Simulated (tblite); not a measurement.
Record of a relaxation.

Compound: C₅H₁₄NPSi.
Numbering: `[CH3:1][CH2:2][N:3]([CH3:4])[P:5]1[CH2:6][C@H:7]1[SiH3:8]` (hydrogens: H9, H10, H11 on C1; H12, H13 on C2; H14, H15, H16 on C4; H17, H18 on C6; H19 on C7; H20, H21, H22 on Si8)

Computed with GFN2-xTB (tblite), gas phase: L-BFGS steps from a force-field or distance-geometry start until the largest atomic force falls under 0.01 eV/Å. 5 of its 208 geometries are shown.

Step 0: E = -679.2277 eV, largest atomic force 2.149 eV/Å
```
atom  x, y, z in Å  |  force x, y, z in eV/Å
C1     -3.309    0.619   -0.043   -1.961   0.073   0.875
C2     -1.833    0.946   -0.074   -0.226   0.287  -0.119
N3     -1.116   -0.221   -0.567    1.073   0.494   0.133
C4     -1.186   -1.326    0.344    0.295  -0.586   1.134
P5      0.547    0.136   -1.080   -0.456  -0.017  -1.971
C6      1.720   -1.160   -0.463   -0.700  -0.198   0.940
C7      1.909    0.226    0.142   -0.243   0.098   1.302
Si8     3.595    0.906   -0.284    0.583   0.267   0.234
H9     -3.644    0.382    1.012    0.281  -0.014  -1.116
H10    -3.583   -0.226   -0.707    0.329   0.568   0.415
H11    -3.942    1.492   -0.336    0.598  -0.619   0.096
H12    -1.513    1.223    0.958    0.052   0.137  -0.545
H13    -1.734    1.805   -0.771    0.604  -0.528   0.383
H14    -0.974   -2.278   -0.208   -0.185   0.768   0.585
H15    -2.151   -1.393    0.889    0.414  -0.059  -0.647
H16    -0.419   -1.138    1.145   -0.507  -0.694  -0.194
H17     1.360   -1.892    0.289    0.246   0.165  -0.839
H18     2.471   -1.546   -1.160   -0.343   0.240   0.364
H19     1.561    0.405    1.199    0.453  -0.516  -0.832
H20     3.878    0.846   -1.711   -0.129   0.080  -0.128
H21     4.546   -0.034    0.351   -0.098   0.122  -0.004
H22     3.807    2.248    0.273   -0.081  -0.066  -0.068
```

Step 52: E = -680.0169 eV, largest atomic force 0.056 eV/Å
```
atom  x, y, z in Å  |  force x, y, z in eV/Å
C1     -3.201    0.771   -0.165    0.055   0.004  -0.010
C2     -1.689    0.917    0.002    0.016  -0.012   0.010
N3     -0.971   -0.314   -0.297    0.006   0.019   0.002
C4     -1.167   -1.374    0.666    0.006   0.021  -0.011
P5      0.464   -0.073   -1.212   -0.023   0.001  -0.014
C6      1.670   -1.318   -0.604    0.010   0.015   0.005
C7      1.873    0.036    0.035   -0.020   0.005  -0.002
Si8     3.439    1.028   -0.293   -0.025  -0.016  -0.004
H9     -3.643    0.209    0.654    0.009   0.006  -0.023
H10    -3.417    0.261   -1.100   -0.010   0.002  -0.004
H11    -3.662    1.756   -0.189    0.003  -0.008   0.016
H12    -1.460    1.266    1.020   -0.018   0.014  -0.018
H13    -1.325    1.673   -0.704   -0.017  -0.016   0.035
H14    -0.778   -2.310    0.271    0.001  -0.007  -0.026
H15    -2.234   -1.506    0.839   -0.007  -0.001  -0.007
H16    -0.688   -1.167    1.633    0.019   0.005   0.028
H17     1.338   -2.139    0.017    0.029  -0.007   0.001
H18     2.405   -1.619   -1.341    0.007  -0.012   0.008
H19     1.503    0.094    1.056    0.005   0.007   0.023
H20     3.670    1.130   -1.735   -0.018  -0.004   0.014
H21     4.580    0.349    0.334   -0.013  -0.029  -0.006
H22     3.283    2.351    0.312   -0.014   0.013  -0.016
```

Step 104: E = -680.0299 eV, largest atomic force 0.030 eV/Å
```
atom  x, y, z in Å  |  force x, y, z in eV/Å
C1     -3.144    0.830   -0.245   -0.006  -0.007  -0.013
C2     -1.657    0.888    0.095    0.003  -0.006   0.002
N3     -0.966   -0.344   -0.250    0.009  -0.014   0.007
C4     -1.178   -1.444    0.662   -0.009  -0.015   0.012
P5      0.444   -0.162   -1.207    0.003   0.009  -0.012
C6      1.673   -1.324   -0.481    0.005   0.014   0.006
C7      1.841    0.083    0.034    0.009  -0.005   0.003
Si8     3.389    1.065   -0.390   -0.009  -0.001  -0.010
H9     -3.654    0.065    0.336    0.007   0.028   0.008
H10    -3.272    0.601   -1.300    0.011   0.009   0.005
H11    -3.608    1.790   -0.031    0.006  -0.010  -0.005
H12    -1.528    1.122    1.161   -0.005  -0.018   0.009
H13    -1.193    1.696   -0.480   -0.013   0.000  -0.006
H14    -0.886   -2.378    0.182    0.002   0.011  -0.002
H15    -2.238   -1.513    0.905   -0.016   0.003  -0.005
H16    -0.622   -1.335    1.604   -0.007  -0.001  -0.001
H17     1.346   -2.092    0.208    0.009   0.000  -0.004
H18     2.421   -1.681   -1.180   -0.001   0.015   0.006
H19     1.462    0.230    1.043    0.014   0.002  -0.001
H20     3.563    1.115   -1.842   -0.008  -0.009   0.001
H21     4.549    0.397    0.213   -0.010   0.008   0.002
H22     3.245    2.414    0.160    0.005  -0.012  -0.002
```

Step 155: E = -680.2193 eV, largest atomic force 0.096 eV/Å
```
atom  x, y, z in Å  |  force x, y, z in eV/Å
C1     -2.536    1.051   -0.391   -0.062  -0.014   0.029
C2     -1.530    0.705    0.707   -0.012  -0.026   0.029
N3     -0.748   -0.500    0.473   -0.019   0.004   0.025
C4     -1.527   -1.720    0.597   -0.057   0.001   0.018
P5      0.302   -0.372   -0.912    0.018  -0.037   0.027
C6      1.737   -1.290   -0.220   -0.015   0.002   0.007
C7      1.812    0.193    0.021    0.039   0.000   0.011
Si8     3.094    1.230   -0.887   -0.067   0.000  -0.007
H9     -3.362    0.341   -0.403    0.057   0.004  -0.033
H10    -2.036    1.029   -1.361   -0.063   0.048   0.054
H11    -2.950    2.043   -0.222    0.041  -0.014  -0.020
H12    -2.057    0.587    1.661    0.035  -0.011   0.003
H13    -0.817    1.528    0.818    0.007   0.029  -0.054
H14    -0.897   -2.580    0.375    0.032   0.032  -0.039
H15    -2.403   -1.752   -0.058    0.001  -0.023  -0.049
H16    -1.875   -1.805    1.630    0.014   0.008   0.005
H17     1.540   -1.937    0.625    0.029   0.023   0.023
H18     2.425   -1.710   -0.944   -0.010  -0.008   0.007
H19     1.582    0.489    1.041   -0.019  -0.013  -0.031
H20     3.047    0.898   -2.310    0.028  -0.013  -0.030
H21     4.428    0.950   -0.352    0.014  -0.023   0.018
H22     2.759    2.641   -0.691    0.012   0.032   0.006
```

Step 207: E = -680.2355 eV, largest atomic force 0.009 eV/Å
```
atom  x, y, z in Å  |  force x, y, z in eV/Å
C1     -2.607    1.036   -0.319   -0.002   0.001   0.002
C2     -1.517    0.705    0.701    0.003  -0.004   0.001
N3     -0.753   -0.503    0.437    0.006  -0.003   0.000
C4     -1.544   -1.720    0.504    0.003   0.000  -0.001
P5      0.327   -0.398   -0.926   -0.002   0.006  -0.006
C6      1.755   -1.265   -0.155    0.004   0.001   0.006
C7      1.808    0.230    0.008    0.000  -0.003   0.001
Si8     3.133    1.211   -0.901    0.002  -0.001   0.001
H9     -3.397    0.290   -0.308    0.002  -0.006  -0.003
H10    -2.174    1.076   -1.318   -0.003  -0.002  -0.001
H11    -3.047    2.003   -0.088    0.003   0.005   0.000
H12    -1.964    0.601    1.696    0.000   0.004   0.003
H13    -0.801    1.532    0.734    0.000  -0.001  -0.001
H14    -0.884   -2.575    0.351    0.002   0.001  -0.005
H15    -2.348   -1.773   -0.238   -0.006   0.003  -0.002
H16    -1.987   -1.794    1.500   -0.003   0.000   0.005
H17     1.551   -1.859    0.727   -0.006  -0.005   0.001
H18     2.465   -1.719   -0.835    0.001   0.003   0.000
H19     1.548    0.575    1.005    0.002   0.003  -0.001
H20     3.143    0.828   -2.314    0.001  -0.005  -0.001
H21     4.434    0.899   -0.299    0.001   0.001  -0.002
H22     2.849    2.640   -0.764   -0.008   0.000   0.002
```

Question: Summarise the path.

Answer: The energy falls by 23.24 kcal/mol from step 0 to step 207; nine tenths of that is first reached at step 129. It rises by more than 0.2 meV at steps 120, 122 and 151. The largest force goes from 2.149 to 0.009 eV/Å. Among the bonds C1–H9 changes most, from 1.132 to 1.087 Å; the atoms move by 1.067 Å rms after alignment.

The cost below is that of the whole relaxation. On Arm Neoverse N1, one thread, shared host with 64 logical CPUs at a one-minute load of 34, this took 3.0 s wall.
